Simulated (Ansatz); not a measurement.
`C[O][Mg][O][SiH3]` + H₂Te → `[SiH3][TeH]` + `C[O][Mg][OH]`  (ligand exchange at the Si–O bond)

Gas-phase electronic energies from Ansatz, PBE0-D4/def2-TZVP geometries. CCSD(T)/CBS adds triple-zeta CCSD(T) − MP2 to the extrapolated MP2 energy (def2 sets, frozen cores). DFT in def2-TZVPP. B3LYP here is the variant with VWN-RPA as its local correlation; programs differ in this. Elements past krypton have def2 core potentials. For Mg, Te outer-core shells are correlated without core-valence functions, which leaves a few kJ/mol of doubt a bond. Each species was taken in one conformer, which may not be the lowest.

`C[O][Mg][O][SiH3]`:

Cartesian coordinates in Å:
```
C -0.431 1.922 2.608
O -0.250 1.113 1.508
Mg -0.018 0.080 0.113
O 0.218 -0.974 -1.313
Si 0.430 -1.917 -2.602
H -1.432 2.376 2.618
H -0.320 1.361 3.547
H 0.299 2.743 2.633
H 1.605 -1.477 -3.411
H 0.663 -3.337 -2.206
H -0.765 -1.891 -3.497
```

H₂Te:

```xyz
3

Te    0.381    0.288    0.614
H     0.803   -0.120   -0.934
H    -1.184   -0.168    0.321
```

`[SiH3][TeH]`:

```xyz
6

Si    0.051   -0.114    0.637
Te   -1.121    0.292   -1.526
H     0.908    1.037    1.014
H    -1.035   -0.282    1.634
H     0.879   -1.345    0.581
H     0.318    0.413   -2.340
```

`C[O][Mg][OH]`:

Cartesian coordinates in Å:
```
C 0.934 -1.222 -0.825
O 0.201 -0.263 -0.165
Mg -0.731 0.957 0.690
O -1.643 2.151 1.618
H 1.470 -1.880 -0.125
H 1.688 -0.774 -1.488
H 0.296 -1.865 -1.449
H -2.215 2.895 1.744
```

**Question.** Is it downhill or uphill in electronic energy at CCSD(T)/CBS, and by how much? (Best estimate.)

**Answer.** The calculation gave: Uphill: ΔE = +0.67 eV.

**Question.** What do these levels give: r2SCAN-D4, PBE0-D4, B3LYP-D4, r2SCANh-D4, CAM-B3LYP-D4, r2SCAN, PBE0, B3LYP, LC-ωPBE, HF/def2-TZVPP, HF/def2-QZVPP, MP2/CBS(def2)? (An estimate is asked.)

**Answer.** Computed: r2SCAN-D4 0.64, PBE0-D4 0.54, B3LYP-D4 0.67, r2SCANh-D4 0.64, CAM-B3LYP-D4 0.75, r2SCAN 0.64, PBE0 0.55, B3LYP 0.70, LC-ωPBE 0.63, HF/def2-TZVPP 0.88, HF/def2-QZVPP 0.91, MP2/CBS(def2) 0.61 eV.

Largest T1 diagnostic among the species: 0.011.

From PBE to PBE0 (25 % exact exchange), in def2-TZVPP and without D4, ΔE moves by +0.05 eV. Leaving LDA and LC-ωPBE aside and taking each functional with its dispersion term where it has one, the values, not all of them listed here, spread over 0.29 eV, from PBE-D4 to B97M-V. LDA lies +0.03 eV from PBE without D4. At CCSD(T), def2-SVP lies +0.05 eV from the extrapolated value and def2-TZVPP +0.06 eV.
